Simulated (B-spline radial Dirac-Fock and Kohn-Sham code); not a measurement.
Er: computed levels beside tabulated edges

The computed values come from an atomic code on a B-spline grid: Dirac-Fock (average of configuration) total-energy differences with a finite nucleus, the Breit interaction including its frequency dependence, and self-energy and vacuum-polarisation corrections. Correlation energy is missing from these numbers.

Input of the calculation (task.json; shells as n, l, electrons):

```json
{"items": [{
  "Z": 68,
  "q": 0,
  "cfg": [[1, 0, 2], [2, 0, 2], [2, 1, 6], [3, 0, 2], [3, 1, 6], [3, 2, 10], [4, 0, 2], [4, 1, 6], [4, 2, 10], [4, 3, 12], [5, 0, 2], [5, 1, 6], [6, 0, 2]],
  "A": 166,
  "rrms": 5.2516,
  "do": ["binding"],
  "screen": [5, 2]
}]}
```

Launch: `python xray_run.py task.json out`

Two models are given for [Xe] 4f12 6s2. In the first the electron is removed to infinity. In the second it is placed in the 5d shell, so that the atom stays neutral; this mimics a hole screened by valence charge, or the onset of absorption below the ionisation limit. The tabulated edges (Elam, Ravel and Sieber, Radiat. Phys. Chem. 63, 121 (2002)) refer to the element in its standard state, with the Fermi level as zero for a metal.

```tsv
level	ionised (eV)	screened (eV)	tabulated (eV)	ionised − table	screened − table
K	57482.3	57477.6	57486.0	-3.7	-8.4
L1	9757.6	9752.8	9751.0	+6.6	+1.8
L2	9264.0	9259.2	9264.0	0.0	-4.8
L3	8357.5	8352.8	8358.0	-0.5	-5.2
M1	2223.1	2218.3	2206.0	+17.1	+12.3
M2	2008.1	2003.3	2006.0	+2.1	-2.7
M3	1814.9	1810.1	1812.0	+2.9	-1.9
M4	1451.9	1447.1	1453.0	-1.1	-5.9
M5	1410.6	1405.9	1409.0	+1.6	-3.1
N1	457.3	452.5	449.8	+7.5	+2.7
N2	370.6	365.8	366.2	+4.4	-0.4
N3	327.5	322.7	320.2	+7.3	+2.5
N4	184.4	179.7	167.6	+16.8	+12.1
N5	176.6	171.9	167.6	+9.0	+4.3
O1	60.11	55.31	50.60	+9.5	+4.7
O2	34.25	29.78	31.40	+2.9	-1.6
O3	28.95	24.57	24.70	+4.3	-0.1
```

The screened model lies closer: the mean absolute deviations are 5.7 eV (ionised) and 4.4 eV (screened). Screening lowers the levels by 4.7 eV on average.
